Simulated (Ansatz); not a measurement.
Consider the ligand exchange at the Si–N bond: `N=C(S)N[SiH2]O` + `N[SiH](O)F` → `O[SiH2]N[SiH](O)F` + `N=C(N)S`.

Program: Ansatz. Geometries: PBE0-D4/def2-TZVP. ΔE: electronic, gas phase. CCSD(T)/CBS adds triple-zeta CCSD(T) − MP2 to the extrapolated MP2 energy (def2 sets, frozen cores). This one scheme is used for every species. DFT in def2-TZVPP. B3LYP here is the variant with VWN-RPA as its local correlation; programs differ in this. One conformer a species, not always the lowest.

Q: Is it downhill or uphill in electronic energy at CCSD(T)/CBS, and by how much? (Best estimate.)

A: Computed: Downhill: ΔE = -0.15 eV.

Q: What do these levels give: PBE-D4, r2SCAN-D4, B3LYP-D4, B3LYP, CCSD/def2-TZVPP, MP2/CBS(def2)? (Estimate.)

A: The calculation gave: PBE-D4 -0.17, r2SCAN-D4 -0.17, B3LYP-D4 -0.16, B3LYP -0.18, CCSD/def2-TZVPP -0.16, MP2/CBS(def2) -0.14 eV.

Largest T1 diagnostic among the species: 0.014.

In def2-TZVPP, CCSD(T) changes the Hartree–Fock value by +0.04 eV (the triples alone add +0.01 eV) and MP2 by +0.05 eV.
